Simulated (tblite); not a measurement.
C₉H₁₀P (charge -1).
Z-matrix (Å and degrees, GFN2-xTB geometry), rows numbered from 1:
```
C 
C   1  1.3378
C   2  1.4353  1  127.32
C   3  1.4017  2  124.66  1    -0.02
P   4  1.7203  3  114.14  2  -179.75
C   5  1.7827  4   89.87  3     0.11
C   6  1.4349  5  122.64  4   179.44
C   7  1.3350  6  125.94  5     1.28
C   6  1.3955  5  111.44  4    -0.22
C   9  1.5027  3  121.98  2    -0.33
H   1  1.0768  2  122.35  3    -0.13
H   1  1.0805  2  121.73  3   179.87
H   2  1.0866  1  117.11  3  -179.80
H   4  1.0798  3  124.10  2     0.36
H   7  1.0888  6  116.45  5  -178.55
H   8  1.0777  7  120.57  6    -0.03
H   8  1.0808  7  122.40  6  -179.71
H  10  1.0876  9  111.62  3  -174.94
H  10  1.0929  9  110.72  3   -54.95
H  10  1.0940  9  110.89  3    64.82
```

The geometry is computed with GFN2-xTB (gas phase).

Masses are those of the commonest isotopes; rigid-rotor values at the optimised geometry. The values belong to one conformer with, in the numbering `[CH2:1]=[CH:2][c:3]1[cH:4][p-:5][c:6]([CH:7]=[CH2:8])[c:9]1[CH3:10]`, C1–C2–C3–C4 0°, P5–C6–C7–C8 1°.

Question: What are A, B and C (GHz)?

Answer: Ia = 225.07, Ib = 621.54, Ic = 843.44 u·Å²; 505379 MHz·u·Å²/I gives 2245, 813.1 and 599.2 MHz, that is A = 2.2454, B = 0.8131, C = 0.5992 GHz.

Question: Classify the top.

Answer: An asymmetric top; Ray's κ = -0.740.

Question: Is it planar, by Δ = Ic − Ia − Ib?

Answer: Not planar: Δ = Ic − Ia − Ib = -3.17 u·Å². For a rigid frame Δ = −2 Σ m c², so Σ m c² = 1.58 u·Å² lies off the ab plane, practically all of it from hydrogen. The atom farthest from that plane is 0.92 Å away.

Question: Where do the levels up to J = 2 lie, in cm⁻¹?

Answer: Above 0(0,0):
J = 1: 1(0,1) 0.0471, 1(1,1) 0.0949, 1(1,0) 0.1020
J = 2: 2(0,2) 0.1406, 2(1,2) 0.1820, 2(1,1) 0.2034, 2(2,1) 0.3467, 2(2,0) 0.3474
Those of J = 1 are B + C, A + C and A + B.

Its GFN2-xTB frequencies are all real (lowest 53 cm⁻¹). Constants of a rigid frame at the computed geometry: no zero-point averaging, no centrifugal distortion.

Time: 1.3 s wall. Hardware: one thread of an Arm Neoverse N1 (shared host). These figures are those of the optimisation.
